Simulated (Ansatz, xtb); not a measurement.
# FH2Si2Te+: where a starting geometry ends

The starting geometry of this gas-phase singlet was built from a drawn formula by distance geometry and a force field; its bonds are those of `F[Te](#[Si+])=[SiH2]`.

```json
{"atom": "F", "x (Å)": "-3.1202", "y (Å)": "-3.2146", "z (Å)": "3.8824"}
{"atom": "Si", "x (Å)": "-0.7698", "y (Å)": "-4.2613", "z (Å)": "1.3535"}
{"atom": "Si", "x (Å)": "-0.4693", "y (Å)": "-0.7969", "z (Å)": "2.8612"}
{"atom": "Te", "x (Å)": "-1.5376", "y (Å)": "-2.7611", "z (Å)": "2.6823"}
{"atom": "H", "x (Å)": "0.6747", "y (Å)": "-0.4685", "z (Å)": "2.0594"}
{"atom": "H", "x (Å)": "-0.9541", "y (Å)": "0.1586", "z (Å)": "3.8854"}
```

Problem. Predict what becomes of its bonds when it is optimised with r2SCAN-D4/def2-SVP.

Solution. A new bond forms, giving a structure given below by its coordinates. Distances that change by over a tenth: Si2–Te4 (2.15 → 2.57 Å), Si3–Te4 (2.24 → 2.70 Å). Contacts that close: Si2–Si3 (3.79 → 2.35 Å).

The energy falls by 3.42 eV over 27 steps:

| step | E − E(last) (eV) |
| --- | --- |
| 1 | 3.419 |
| 4 | 2.117 |
| 7 | 1.362 |
| 10 | 0.364 |
| 13 | 0.119 |
| 15 | 0.072 |
| 18 | 0.031 |
| 21 | 0.005 |
| 24 | 0.000 |
| 27 | 0.000 |

Final geometry (Å):

```yaml
atoms:
  - { symbol: F, position_ang: [-3.4915, -3.3762, 2.8190] }
  - { symbol: Si, position_ang: [-0.2607, -3.5366, 2.3926] }
  - { symbol: Si, position_ang: [-0.0850, -1.1989, 2.5902] }
  - { symbol: Te, position_ang: [-2.1098, -2.4818, 3.8325] }
  - { symbol: H, position_ang: [-0.2370, -0.4539, 1.3095] }
  - { symbol: H, position_ang: [0.0078, -0.2965, 3.7803] }
```

From the same start GFN2-xTB ends elsewhere, differing in Si3–Te4 (3.72 against 2.70 Å here).

The end wasn't checked by frequencies. Atoms past krypton carry core potentials, without spin–orbit terms. Run with Ansatz 0.2.0, 50 s on 1 thread of Intel(R) Xeon(R) 6975P-C (Granite Rapids), on a shared host.
